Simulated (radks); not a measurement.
Values are calculated unless marked as measured or tabulated.
F2+, 7 electrons, occupied as 1s1.75 2s2 2p3.25 (fractional occupations, a model configuration).

Code: a radial shooting solver on a logarithmic mesh with Libxc functionals. Model: scalar-relativistic Kohn-Sham, LDA (Slater exchange, Perdew-Wang correlation), spin-polarised, spherical densities, finite nucleus; open shells are filled with parallel spins first; Fermi nuclear charge, rms radius 2.8976 fm.

Energy parts (hartree):
part                      energy
total                  -91.14048
kinetic                 90.97528
electron-nucleus      -209.83705
Hartree                 35.97570
exchange-correlation    -8.25440

Orbitals (lengths in bohr, moments of r in powers of bohr; <r^-3> diverges for s and p1/2; r(90%) holds 90 % of the orbital's charge):
[
 {"orbital": "1s up", "occ.": "1", "eigenvalue (hartree)": "-26.73576", "r(90%)": "0.314", "<r^-3>": "-", "<r^4>": "0.004490", "<r>": "0.1756"},
 {"orbital": "1s down", "occ.": "0.75", "eigenvalue (hartree)": "-26.36430", "r(90%)": "0.314", "<r^-3>": "-", "<r^4>": "0.004487", "<r>": "0.1755"},
 {"orbital": "2s up", "occ.": "1", "eigenvalue (hartree)": "-2.62371", "r(90%)": "1.41", "<r^-3>": "-", "<r^4>": "1.702", "<r>": "0.8992"},
 {"orbital": "2s down", "occ.": "1", "eigenvalue (hartree)": "-2.38598", "r(90%)": "1.47", "<r^-3>": "-", "<r^4>": "1.979", "<r>": "0.9283"},
 {"orbital": "2p up", "occ.": "3", "eigenvalue (hartree)": "-1.95485", "r(90%)": "1.44", "<r^-3>": "11.71", "<r^4>": "1.852", "<r>": "0.8573"},
 {"orbital": "2p down", "occ.": "0.25", "eigenvalue (hartree)": "-1.70179", "r(90%)": "1.53", "<r^-3>": "10.62", "<r^4>": "2.414", "<r>": "0.9069"}
]

The highest occupied level is 2p down at -46.308 eV. The density falls to 0.001 e/bohr^3 at r = 2.44 bohr. Summed over all electrons, <r^2> = 5.097 bohr^2, which gives a Langevin (diamagnetic) susceptibility term of -4.04 x 10^-6 cm^3/mol. Spin moment in Bohr magnetons: 3.
